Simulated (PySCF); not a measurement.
Isomers of C10H19NSi, from PBE0-D3(BJ)/def2-SVP geometry optimisation, gas phase (PySCF). One conformer each, no zero-point energy, no frequencies.

**Question.** Which is lower in electronic energy at this level?
A. Si(vinyl)3(NEt2), `C=C[Si](C=C)(C=C)N(CC)CC`: A = 813.2, B = 664.3, C = 579.5 MHz, dipole 0.25 D
B. Si(vinyl)3(NHtBu), `C=C[Si](C=C)(C=C)NC(C)(C)C`: A = 1060, B = 554.9, C = 483.5 MHz, dipole 0.54 D

**Answer.** B. That is Si(vinyl)3(NHtBu) (`C(C)(N[Si](C=C)(C=C)C=C)(C)C`), 5.0 kcal/mol below the other.

| SMILES | mapped SMILES | E (Eh) | relative (kcal/mol) | relative (kJ/mol) | dipole (D) |
| --- | --- | --- | --- | --- | --- |
| C=C[Si](C=C)(C=C)NC(C)(C)C | – | -735.66349 | 0.0 | 0.0 | 0.54 |
| C=C[Si](C=C)(C=C)N(CC)CC | – | -735.65558 | 5.0 | 20.8 | 0.25 |
